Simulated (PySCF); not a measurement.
Species: C3H8Si.
Geometry (GFN2-xTB, Å), atoms numbered from 1 in this order:
```xyz
12
C3H8Si angstrom
C      1.564   -1.258    0.421
C      1.021   -0.056    0.498
C      0.122    0.537   -0.527
Si    -1.692    0.551    0.072
H      2.193   -1.652    1.200
H      1.403   -1.897   -0.431
H      1.200    0.562    1.369
H      0.194   -0.027   -1.458
H      0.434    1.562   -0.738
H     -2.118   -0.821    0.348
H     -2.522    1.140   -0.980
H     -1.797    1.357    1.290
```

Lines to be assigned: C 1s: 289.84 (area 1), 290.31 (area 1), 290.53 (area 1) eV; Si 1s: 1846.27 eV; Si 2p3/2: 106.56 eV.

Computed with delta-SCF UKS SCAN, pcX-2 on the ionised atom, pcseg-1 elsewhere, spin-free X2C in PySCF. Geometry: GFN2-xTB, one conformer, isolated molecule.

**Question.** Order the carbon atoms by C 1s binding energy.

**Answer.** 289.84 eV: C1 (terminal =CH2 carbon); 290.31 eV: C3 (sp3 carbon bound to silicon); 290.53 eV: C2 (alkene CH carbon). The listed C 1s values span 0.69 eV, from C1 (bonded to C (double bond) and 2 H) to C2 (bonded to C (double bond), C and H).

Bonded neighbours of each site: C1: C (double bond) and 2 H; C2: C (double bond), C and H; C3: C, 2 H and Si; Si4: C and 3 H.

**Question.** Which photon energy gives electrons from C 1s of C2 a kinetic energy of 50 eV, and what is their de Broglie wavelength?

**Answer.** hν = 290.53 + 50 = 340.53 eV, recoil neglected; λ = 12.264 Å/√(E/eV) = 1.73 Å.

The 2p values aren't plain energy differences: one relaxed spin-free 2p hole is combined with a matrix within the shell (ground-state 2p orbital-energy differences and spin–orbit coupling). 2p3/2, the mean of its two sublevels, lies a third of the splitting below the shell's mean and 2p1/2 two thirds above it; the statistical areas are 2:1. 2p1/2 minus 2p3/2 (ligand field included): Si 0.62 eV.
